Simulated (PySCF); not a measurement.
Species: `[H]/P=C(\C=C)[Si](C)(C)C`. The columns A, B, C and D hold Mulliken, IAO, Hirshfeld and ESP-fitted charges (e) of one PBE0/pcSseg-1 density (PySCF), in a shuffled order. Coordinates in Å (PBE0-D3(BJ)/def2-SVP); the density's dipole moment is (0.17, 0.16, -1.33) D.

| atom | x | y | z | A | B | C | D |
| --- | --- | --- | --- | --- | --- | --- | --- |
| C1 | 1.910 | 0.195 | -1.293 | -0.082 | -0.292 | -0.187 | -0.503 |
| C2 | 1.844 | 0.049 | 0.042 | -0.048 | -0.122 | -0.096 | +0.031 |
| C3 | 0.635 | 0.006 | 0.856 | -0.133 | -0.475 | -0.700 | -0.267 |
| P4 | 0.677 | -0.207 | 2.535 | +0.065 | +0.191 | +0.179 | -0.160 |
| Si5 | -1.101 | 0.191 | 0.091 | +0.387 | +1.079 | +0.997 | +1.099 |
| C6 | -2.401 | 0.105 | 1.446 | -0.219 | -0.714 | -0.639 | -0.772 |
| C7 | -1.409 | -1.221 | -1.117 | -0.215 | -0.713 | -0.605 | -0.776 |
| C8 | -1.231 | 1.866 | -0.760 | -0.215 | -0.713 | -0.605 | -0.769 |
| H9 | 2.876 | 0.212 | -1.805 | +0.052 | +0.156 | +0.126 | +0.205 |
| H10 | 1.021 | 0.303 | -1.918 | +0.046 | +0.139 | +0.137 | +0.202 |
| H11 | 2.790 | -0.053 | 0.590 | +0.039 | +0.140 | +0.114 | +0.095 |
| H12 | 2.107 | -0.299 | 2.694 | -0.028 | -0.037 | -0.002 | +0.103 |
| H13 | -2.377 | -0.859 | 1.977 | +0.036 | +0.155 | +0.148 | +0.157 |
| H14 | -3.400 | 0.215 | 0.991 | +0.041 | +0.149 | +0.142 | +0.183 |
| H15 | -2.278 | 0.906 | 2.190 | +0.036 | +0.155 | +0.148 | +0.158 |
| H16 | -1.368 | -2.185 | -0.585 | +0.041 | +0.154 | +0.145 | +0.176 |
| H17 | -2.408 | -1.126 | -1.570 | +0.041 | +0.149 | +0.138 | +0.166 |
| H18 | -0.668 | -1.257 | -1.929 | +0.037 | +0.148 | +0.138 | +0.168 |
| H19 | -2.246 | 2.013 | -1.165 | +0.041 | +0.149 | +0.138 | +0.165 |
| H20 | -0.516 | 1.979 | -1.587 | +0.037 | +0.148 | +0.138 | +0.165 |
| H21 | -1.035 | 2.672 | -0.036 | +0.041 | +0.155 | +0.145 | +0.174 |

Q: Which column most likely holds the ESP-fitted charges?

A: D. Σ q r misses the density's dipole by 0.01 D (D), 1.21 D (A), 1.77 D (B), 1.79 D (C). Charges fitted to the outside potential are the only set here that is tied to the molecule's multipoles.

Q: And the Hirshfeld charges?

A: A. The mean sizes are 0.090 e (A), 0.270 e (C), 0.292 e (B), 0.309 e (D), and Hirshfeld charges are commonly the smallest of these schemes.

As computed, A = Hirshfeld, B = IAO, C = Mulliken, D = ESP-fitted. Hydrogens on carbon: Hirshfeld +0.04 to +0.05, IAO +0.14 to +0.16, Mulliken +0.11 to +0.15, ESP-fitted +0.10 to +0.20 e.

The IAO scheme projects the occupied orbitals on a minimal set of polarised atomic orbitals and counts the electrons in each atom's part of it. The Mulliken scheme counts on each atom the diagonal of the density matrix times the overlap matrix over that atom's basis functions.

The structure is a single PBE0-D3(BJ)/def2-SVP conformer in the gas phase; no vibrational or solvent corrections.

Conformer computed: `[H]/[P:4]=[C:3](\[CH:2]=[CH2:1])[Si:5]([CH3:6])([CH3:7])[CH3:8]`: C1–C2–C3–P4 179°, C2–C3–Si5–C6 -179°.
